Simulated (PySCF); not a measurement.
## Dipole response of V⁺ (vanadium, charge +1)

[Ar] 3d4, high-spin 5D determinant. Computed with PySCF 2.14 in aug-cc-pVTZ (8s7p5d3f2g, 93 functions), with the non-relativistic Hamiltonian (point nucleus). Coupled (time-dependent) response in atomic units; α is the mean over directions.

```
 method  mean α (bohr³)         α xx, yy, zz  C₆ (like pair)  S(−4)
wB97X-V           15.17  14.20, 14.20, 17.11           56.52  361.1
```

S(−4) is the Cauchy moment in α(ω) = α(0) + S(−4) ω² + …

α(iu) at wB97X-V:

| u (hartree) | α(iu) (bohr³) |
| --- | --- |
| 0 | 15.17 |
| 0.0500 | 14.35 |
| 0.100 | 12.55 |
| 0.200 | 9.270 |
| 0.300 | 7.280 |
| 0.500 | 5.121 |
| 0.750 | 3.688 |
| 1.00 | 2.833 |
| 1.50 | 1.856 |
| 2.00 | 1.315 |
| 3.00 | 0.7563 |
| 5.00 | 0.3426 |

A single London oscillator, α(iu) = α/(1 + u²/ω²), gives C₆ = (3/4) ω α². Matching the computed C₆ needs ω = 4 × 56.52 / (3 × 15.17²) = 0.327 hartree.

For an ion, C₆ is the dispersion term alone; charge-induced terms of lower order in 1/R come first.

The components differ because the open shell of this determinant is not spherical; for a pure term their mean is the scalar polarisability.
